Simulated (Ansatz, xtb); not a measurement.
Relative energy of two isomers of F2GeH6Si2

Structure X is `F[SiH](F)[SiH2][GeH3]`, a singlet and structure Y is `F[SiH2][GeH2][SiH2]F`, a singlet. Both are isolated molecules in the gas phase, relaxed with PBE0-D4/def2-SVP; the shapes shown needn't be the lowest conformers.

X (Å):

```yaml
atoms:
  - { symbol: F, position_ang: [1.0933, -1.5055, 1.9201] }
  - { symbol: F, position_ang: [-0.7399, 0.3354, 1.9949] }
  - { symbol: Ge, position_ang: [1.8548, 1.1775, -1.0451] }
  - { symbol: Si, position_ang: [-0.2945, -1.0248, 1.2347] }
  - { symbol: Si, position_ang: [0.1520, -0.4912, -0.9937] }
  - { symbol: H, position_ang: [-1.3222, -2.0601, 1.5254] }
  - { symbol: H, position_ang: [0.5983, -1.7271, -1.7087] }
  - { symbol: H, position_ang: [-1.1033, 0.0102, -1.6343] }
  - { symbol: H, position_ang: [2.1825, 1.5581, -2.4997] }
  - { symbol: H, position_ang: [1.3713, 2.4278, -0.2913] }
  - { symbol: H, position_ang: [3.1239, 0.6371, -0.3650] }
```

Y (Å):

```json
{"atom": "F", "x (Å)": "-2.2114", "y (Å)": "-1.0425", "z (Å)": "-0.6308"}
{"atom": "F", "x (Å)": "-1.4561", "y (Å)": "1.3143", "z (Å)": "2.1680"}
{"atom": "Ge", "x (Å)": "0.4088", "y (Å)": "0.9187", "z (Å)": "-0.4963"}
{"atom": "Si", "x (Å)": "-0.6564", "y (Å)": "-1.1161", "z (Å)": "-1.1131"}
{"atom": "Si", "x (Å)": "0.1380", "y (Å)": "1.3343", "z (Å)": "1.8296"}
{"atom": "H", "x (Å)": "-0.0106", "y (Å)": "-2.2716", "z (Å)": "-0.4239"}
{"atom": "H", "x (Å)": "-0.6389", "y (Å)": "-1.3360", "z (Å)": "-2.5884"}
{"atom": "H", "x (Å)": "-0.1531", "y (Å)": "2.0920", "z (Å)": "-1.3203"}
{"atom": "H", "x (Å)": "1.9172", "y (Å)": "0.7953", "z (Å)": "-0.8011"}
{"atom": "H", "x (Å)": "0.6797", "y (Å)": "2.6653", "z (Å)": "2.2299"}
{"atom": "H", "x (Å)": "0.7966", "y (Å)": "0.2610", "z (Å)": "2.6305"}
```

Task: Estimate which is lower in electronic energy at CCSD(T)/def2-SVP + ΔMP2/def2-TZVPP, and by roughly how much.

Result: The CCSD(T)/def2-SVP + ΔMP2/def2-TZVPP calculation puts structure X lower, by 3.8 kcal/mol.

How the difference moves with the method:

```tsv
level	geometry	E(Y) − E(X) (kcal/mol)	departure from the last row (kcal/mol)	job, with rough time for the two
PBE0-D4/def2-SVP	PBE0-D4/def2-SVP	+5.2	+1.4	optimisation, 2.3 min
HF/def2-SVP	PBE0-D4/def2-SVP	+3.5	−0.3	part of the CCSD(T) run
MP2/def2-SVP	PBE0-D4/def2-SVP	+4.5	+0.7	part of the CCSD(T) run
CCSD(T)/def2-SVP	PBE0-D4/def2-SVP	+4.9	+1.1	single point
CCSD(T)/def2-SVP + ΔMP2/def2-TZVPP	PBE0-D4/def2-SVP	+3.8		single point, 95 s
```

As drawn, Y has 1 Ge–Si, 1 Si–H in place of 1 Si–Si, 1 Ge–H.

The levels shown agree on the order. The largest departure from CCSD(T)/def2-SVP + ΔMP2/def2-TZVPP is that of PBE0-D4/def2-SVP, 1.4 kcal/mol. A small imaginary or near-zero mode remains, so no thermal terms are given. Levels run at GFN2-xTB geometries aren't shown. The last row adds to CCSD(T) the change of the MP2 difference between the two basis sets, here −1.1 kcal/mol.

The correlated steps freeze 21 core orbitals; the filled d shell of Ge is correlated, in a basis made for valence electrons. Programs: Ansatz 0.2.0, xtb 6.7.1; the last row on 2 threads of Intel(R) Xeon(R) Platinum 8259CL CPU @ 2.50GHz (Skylake/Cascade Lake) on a shared host.
